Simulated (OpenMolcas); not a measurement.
## AlSi2H5O: a line through the functionals

AlSi2H5O: 9 atoms, total charge 0, spin state singlet. SMILES: `[SiH3][Al]1[O][SiH2]1`. The coordinates come from a PBE0-D4/def2-TZVP relaxation.

The vertical energy of the triplet above the singlet y, in eV, basis 6-31G(d); a is the functional's share of exact exchange. Programs: OpenMolcas 26.06.

| functional | program | a | y (eV) |
| --- | --- | --- | --- |
| PBE | OpenMolcas | 0 | 2.58 |
| r2SCAN | OpenMolcas | 0 | 2.55 |
| B3LYP | OpenMolcas | 0.2 | 2.79 |
| PBE0 | OpenMolcas | 0.25 | ? |
| BHLYP | OpenMolcas | 0.5 | 2.87 |

Question: Fit y = c + s·a to the known rows and predict PBE0.

Answer: 
1. Means of the 4 rows: a = 0.1750, y = 2.697.
2. Σ(Δa)² = 0.1675, Σ(Δa·Δy) = 0.10475, so the slope is 0.10475/0.1675 = 0.62537.
3. Intercept: 2.697 − (0.62537) × 0.1750 = 2.588. The largest residual of the fit is 0.077.
4. PBE0: 2.588 + (0.62537) × 0.25 = 2.74 eV.

The run gave 2.68 eV, so the prediction is off by +0.06 eV, within the largest residual.
